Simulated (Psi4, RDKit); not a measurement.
Torsional profile of SMILES C(CC=O)[SiH3]. Scanned: dihedral C2–C3–C4–Si5; all other coordinates were relaxed at GFN2-xTB. Points at φ and −φ are mirror images. Heavy atoms are numbered in the order of the SMILES O=CCC[SiH3], hydrogens after them in the order of the atoms that carry them; the mirror image has the same energies with the sign of each dihedral reversed.

Methods: HF/cc-pVTZ // GFN2-xTB (Psi4); MMFF94 // GFN2-xTB (RDKit); PBE/def2-TZVP // GFN2-xTB (Psi4); MP2/cc-pVTZ = DF-MP2 (frozen core)/cc-pVTZ // GFN2-xTB (Psi4 1.11).

Energies relative to the lowest point of each profile, in eV:

```csv
φ / °,HF/cc-pVTZ,MMFF94,PBE/def2-TZVP
-160,0.026,0.051,0.016
-140,0.081,0.134,0.048
-80,0.060,0.000,0.048
-60,0.116,0.343,0.091
-40,0.166,0.669,0.101
0,0.253,0.989,0.147
40,0.166,0.669,0.101
60,0.116,0.343,0.091
100,0.087,0.076,0.059
120,0.112,0.156,0.069
160,0.026,0.051,0.016
180,0.000,0.008,0.000
```

Task: What does MP2/cc-pVTZ give at the same points?

Result: -160: 0.020; -140: 0.063; -80: 0.029; -60: 0.042; -40: 0.072; 0: 0.148; 40: 0.072; 60: 0.042; 100: 0.064; 120: 0.089; 160: 0.020; 180: 0.000 (eV).

MMFF94 has few fitted parameters for silicon.
